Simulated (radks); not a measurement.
Results of a calculation; reference values are marked as such.
Problem. These are the eigenvalues of the occupied orbitals of an atom or ion with whole-number occupations (Ry). Code: a radial shooting solver on a logarithmic mesh with Libxc functionals. Model: non-relativistic Kohn-Sham, PBE, spin-unpolarised, spherical densities, point nucleus.

| orbital | eigenvalue |
|---|---|
| 1s | -323.6417 |
| 2s | -36.95353 |
| 2p | -30.93529 |
| 3s | -6.30534 |
| 3p | -4.74601 |

Which element is it, and in what charge state? The configuration may be excited.

Solution. Z = 21, scandium, charge +3: Sc3+ in [Ar]. The list shows which subshells hold electrons but not how many an open one holds; the 1s level, -161.82 hartree, gives Z - s = 18.0 by -(Z - s)^2/2, which with screening narrows Z to a few neighbours, and the depths of the outer levels then fix element, charge and occupations together.
